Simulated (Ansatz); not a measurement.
Q: Name a neutral molecule of B, Ga, S, Si and H with HOMO–LUMO gap (ωB97M-V/def2-TZVPP) between 9.35 and 9.65 eV and LUMO energy (B3LYP/def2-TZVPP) between -2.15 and -1.85 eV (Ansatz, PBE0-D4/def2-TZVP geometry).

A: `[SiH3]B[S][GaH2]` (9.58 eV, -2.08 eV). Other molecules can fit too; these were computed, each in one conformer that needn't be the lowest.

B3LYP here is the variant with VWN-RPA as its local correlation; programs differ in this.
